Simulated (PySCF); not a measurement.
**Working out the excitation energy of Ga**

Ga [Ar] 3d10 4s2 4p1 (2P) → Ga [Ar] 3d10 4s1 4p1 5s1 (4P). Computed with PySCF 2.14 in aug-cc-pwCVDZ-PP with ECP10MDF (6s5p4d1f, 48 functions), with scalar relativity through the core potential. Frozen: 3s2 3p6 3d10. Energies in hartree (1 hartree = 27.21139 eV):

```
            part   Ga (lower)   Ga (upper)
             UHF  -258.291442  -258.022413
CCSD correlation    -0.045090    -0.009638
             (T)    -0.000660    -0.000058
```

Task: What does Hartree-Fock give?

Result: (-258.022413) − (-258.291442) = 0.269029 hartree = 7.321 eV.

Task: What do CCSD and CCSD(T) give?

Result: The CCSD correlation energies differ by 0.035452 hartree = 0.965 eV and the triples by 0.000602 hartree = 0.016 eV, so CCSD gives 8.286 eV and CCSD(T) 8.302 eV.

The upper state lies above the first ionisation limit, but in LS coupling its spin forbids autoionisation to the ground ion. A Rydberg-like electron needs more diffuse functions than a valence basis has.

A double-zeta basis recovers only part of the correlation energy.
